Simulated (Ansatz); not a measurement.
Cartesian coordinates in Å:
```
C 1.290 0.370 0.692
C -0.007 -0.029 0.052
C -0.006 -1.420 -0.513
Al -1.337 1.316 -0.517
Cl -1.357 -0.004 1.465
H 1.232 1.344 1.178
H 2.040 0.440 -0.104
H 1.645 -0.370 1.419
H 0.687 -1.427 -1.361
H -0.986 -1.719 -0.886
H 0.344 -2.166 0.208
H -2.494 0.836 -1.488
H -1.051 2.830 -0.146
```

The species carries charge 0 and has multiplicity 1. The bonds changed during the relaxation, so this is another structure than the one it started from.

Task: List the r2SCAN/def2-TZVPP orbital energies in eV (Ansatz). (Estimate.)

Result: Computed: Occupied: -2753.79, -1516.55, -274.65, -273.32, -273.32, -255.15, -193.71, -193.57, -193.51, -110.08, -70.41, -70.21, -70.18, -22.58, -20.17, -18.41, -14.68, -12.09, -11.83, -11.11, -10.24, -10.24, -9.31, -9.24, -8.45, -8.15, -7.17, -6.52. Lowest empty: -1.39, -0.66, 0.82, 1.21, 1.77, 1.80, 2.88, 2.94.
